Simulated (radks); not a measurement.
Results of a calculation; reference values are marked as such.
Isoelectronic series with 17 electrons, each ion in its NIST ground configuration. Level of theory: scalar-relativistic Kohn-Sham, LDA (Slater exchange, Perdew-Wang correlation), spin-polarised, spherical densities, finite nucleus; open shells are filled with parallel spins first (spin-orbit coupling, left out, can overturn this in heavy ions); Fermi nuclear charge, rms radius of each element as measured or else 0.836 A^(1/3) + 0.57 fm (a radial shooting solver on a logarithmic mesh with Libxc functionals). Total energies (hartree) and mean radii <r> (bohr):

| ion | configuration | E (hartree) | 3p down | 3p up | 3s down |
|---|---|---|---|---|---|
| Cl | [Ne] 3s2 3p5 | -460.12386 | 1.861 | 1.832 | 1.540 |
| K2+ | [Ne] 3s2 3p5 | -599.22979 | 1.359 | 1.350 | 1.237 |
| Sc4+ | [Ne] 3s2 3p5 | -757.95689 | 1.091 | 1.087 | 1.035 |
| V6+ | [Ne] 3s2 3p5 | -936.34112 | 0.9177 | 0.9150 | 0.8901 |
| Mn8+ | [Ne] 3s2 3p5 | -1134.46159 | 0.7938 | 0.7920 | 0.7817 |
| Co10+ | [Ne] 3s2 3p5 | -1352.42202 | 0.7003 | 0.6990 | 0.6971 |
| Cu12+ | [Ne] 3s2 3p5 | -1590.34422 | 0.6270 | 0.6260 | 0.6290 |
| Ga14+ | [Ne] 3s2 3p5 | -1848.36584 | 0.5677 | 0.5670 | 0.5731 |
| As16+ | [Ne] 3s2 3p5 | -2126.63965 | 0.5188 | 0.5182 | 0.5262 |
| Br18+ | [Ne] 3s2 3p5 | -2425.33317 | 0.4777 | 0.4772 | 0.4862 |
| Rb20+ | [Ne] 3s2 3p5 | -2744.62859 | 0.4426 | 0.4422 | 0.4519 |
| Nb24+ | [Ne] 3s2 3p5 | -3445.82796 | 0.3858 | 0.3855 | 0.3955 |
| Tc26+ | [Ne] 3s2 3p5 | -3828.17278 | 0.3625 | 0.3622 | 0.3721 |
| Rh28+ | [Ne] 3s2 3p5 | -4232.00309 | 0.3418 | 0.3416 | 0.3512 |
| Ag30+ | [Ne] 3s2 3p5 | -4657.58335 | 0.3233 | 0.3231 | 0.3324 |
| In32+ | [Ne] 3s2 3p5 | -5105.19333 | 0.3066 | 0.3064 | 0.3154 |
| Sb34+ | [Ne] 3s2 3p5 | -5575.13524 | 0.2915 | 0.2913 | 0.2999 |
| I36+ | [Ne] 3s2 3p5 | -6067.73017 | 0.2778 | 0.2776 | 0.2858 |
